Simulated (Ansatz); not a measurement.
Cost and result for the atomization energy of `[CH3][GaH][SnH3]` (10 atoms, 9 bonds).

```
atom   x (Å)   y (Å)   z (Å)
  C1  -1.552   0.005  -1.294
 Ga2  -0.564  -0.708   0.253
 Sn3   1.683   0.383   1.061
  H4  -2.626  -0.169  -1.199
  H5  -1.366   1.068  -1.446
  H6  -1.212  -0.523  -2.191
  H7  -1.099  -1.984   1.011
  H8   1.654   0.765   2.731
  H9   3.016  -0.671   0.837
 H10   2.066   1.835   0.236
```

The species carries charge 0 and has multiplicity 1. Correlated methods include outer-core shells of Ga, Sn, which these sets cover unevenly. Scalar relativity is left out up to krypton. Sn takes the def2 core potential. The structure was optimised at the PBE0-D4/def2-TZVP level. Program: Ansatz. All runs use 4 threads of an Intel Xeon 6975P-C on a shared host. Times are those of one run each, without the atoms' runs, and a repeat can differ threefold. Electronic energies, without spin–orbit coupling; frozen cores. CCSD(T)/CBS adds CCSD(T) − MP2 in def2-TZVPP to the MP2 limit, and its time is that of the two runs behind it. T1 = 0.013. With those shells the extrapolation isn't a true limit. B3LYP takes the VWN-RPA correlation (the form of Gaussian; ORCA's B3LYP/G).

CCSD(T)/CBS is a level of theory with its own doubt, some kJ/mol a heavy atom from the limit and from the frozen cores, so smaller differences don't rank the functionals.

| level | functions | atomization (kJ/mol) | difference from CCSD(T)/CBS | per bond |
| --- | --- | --- | --- | --- |
| PBE0-D4/def2-TZVPP | 227 | 2747.1 | -46.8 | -5.2 |
| BHLYP-D4/def2-TZVPP | 227 | 2726.9 | -67.0 | -7.4 |
| B3LYP-D4/def2-TZVPP (with forces) | 227 | 2755.9 | -38.0 | -4.2 |
| ωB97X-V/def2-TZVPP | 227 | 2793.0 | -0.9 | -0.1 |
| CCSD(T)/def2-SVP | 107 | 2625.8 | -168.1 | -18.7 |
| B97M-V/def2-TZVPP | 227 | 2808.5 | 14.6 | 1.6 |
| CAM-B3LYP-D4/def2-TZVPP | 227 | 2777.6 | -16.3 | -1.8 |
| CCSD(T)/CBS(def2) | – | 2793.9 | 0.0 | 0.0 |
| LDA (SPW92)/def2-TZVPP | 227 | 3108.1 | 314.2 | 34.9 |
| BLYP-D4/def2-TZVPP | 227 | 2718.7 | -75.2 | -8.4 |
| CCSD(T)/def2-TZVPP | 227 | 2742.6 | -51.3 | -5.7 |
| ωB97M-V/def2-TZVPP (with forces) | 227 | 2765.0 | -28.9 | -3.2 |
| MP2/def2-QZVPP | 438 | 2731.3 | -62.6 | -7.0 |

Task: Order the runs by time, with rough figures. (An estimate is asked.)

Result: Computed: LDA (SPW92)/def2-TZVPP 0.65 s; BLYP-D4/def2-TZVPP 0.95 s; PBE0-D4/def2-TZVPP 1.6 s; BHLYP-D4/def2-TZVPP 1.6 s; CAM-B3LYP-D4/def2-TZVPP 1.8 s; B3LYP-D4/def2-TZVPP (with forces) 2.2 s; CCSD(T)/def2-SVP 3.5 s; ωB97X-V/def2-TZVPP 3.6 s; B97M-V/def2-TZVPP 3.7 s; ωB97M-V/def2-TZVPP (with forces) 5 s; MP2/def2-QZVPP 10 s; CCSD(T)/def2-TZVPP 37 s; CCSD(T)/CBS(def2) 47 s.

In def2-TZVPP, CCSD(T) changes the Hartree–Fock value by +683.5 kJ/mol (the triples alone add +27.8 kJ/mol) and MP2 by +642.2 kJ/mol; breaking electron pairs costs correlation energy, which Hartree–Fock lacks. From r2SCAN to r2SCAN0 (25 % exact exchange), in def2-TZVPP and without D4, the atomization energy moves by −17.3 kJ/mol: exact exchange takes away binding that semilocal exchange gives to molecules. The D4 term adds +29.7 kJ/mol with B3LYP and +15.7 kJ/mol with PBE0; it sums over pairs of atoms, weighted by their polarisabilities, and B3LYP, whose exchange is more repulsive, gets the larger term.

Spin–orbit coupling would lower the free Sn atoms strongly, and the atomization energy with them, by more than many differences here. For some Ge, Se and Sn compounds the MP2-based and the directly extrapolated limit differ by 10 to 25 kJ/mol.
